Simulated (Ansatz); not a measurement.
A nudged elastic band was laid between two geometries of AsBFH₃ (6 atoms, charge 0, multiplicity 1).

Computed with RHF/def2-SVP (Ansatz).

```
movable images  : 5
climbing image  : yes
spring          : 5.0 eV/Å²
optimiser       : quadratic models (default)
start path      : through a guess of the saddle point
force threshold : 0.05 eV/Å
iteration limit : 60
end points      : relaxed
```

First end point:

```xyz
6
Properties=species:S:1:pos:R:3
F -1.893 -0.196 0.243
B -0.736 -0.462 -0.317
As 0.779 0.910 -0.216
H -0.637 -1.478 -0.946
H 1.891 -0.080 0.011
H 0.596 1.306 1.225
```

Last end point:

```xyz
6
Properties=species:S:1:pos:R:3
F -0.656 -1.621 -0.792
B -0.776 -0.417 -0.284
As 0.836 0.844 -0.263
H -1.864 -0.067 0.078
H 1.875 -0.163 0.157
H 0.586 1.424 1.104
```

(1) Which bonds break or form, and what moves?

(2) Give the energies along the band, and the barrier.

(3) What is the geometry of the highest image?

(4) What are the harmonic wavenumbers there?

Answers

(1) No bond is made or broken. The dihedral F1–B2–As3–H5 goes from 140 to -42°. The two ends are copies of one structure, up to a mirror image or an exchange of like atoms.

(2) The run converged. The highest image is number 3 of 0 to 6, 0.167 eV above the ends, which have the same energy within 2 meV. A vibrational analysis at the climbing image gives one clearly imaginary mode, 159i cm⁻¹: a first-order saddle point.

| image | path coordinate (Å) | energy (eV) | dihedral F1–B2–As3–H5 (°) |
| --- | --- | --- | --- |
| 0 | 0.00 | 0.000 | 140 |
| 1 | 0.61 | 0.045 | 168 |
| 2 | 1.23 | 0.127 | -164 |
| 3 | 1.84 | 0.167 | -134 |
| 4 | 2.46 | 0.129 | -102 |
| 5 | 3.08 | 0.046 | -72 |
| 6 | 3.70 | 0.000 | -42 |

(3) 
```xyz
6
Properties=species:S:1:pos:R:3
F -1.364 -0.663 -1.434
B -0.721 -0.467 -0.310
As 0.941 0.788 -0.317
H -1.132 -1.030 0.665
H 1.790 -0.175 0.484
H 0.487 1.546 0.912
```

(4) 159i, 276, 557, 609, 756, 927, 1077, 1182, 1374, 2319, 2324, 2751 cm⁻¹.

The run took 6.9 min on 1 thread of Intel(R) Xeon(R) Processor @ 2.50GHz (Skylake/Cascade Lake), with other jobs on the host, peak memory 0.17 GiB.
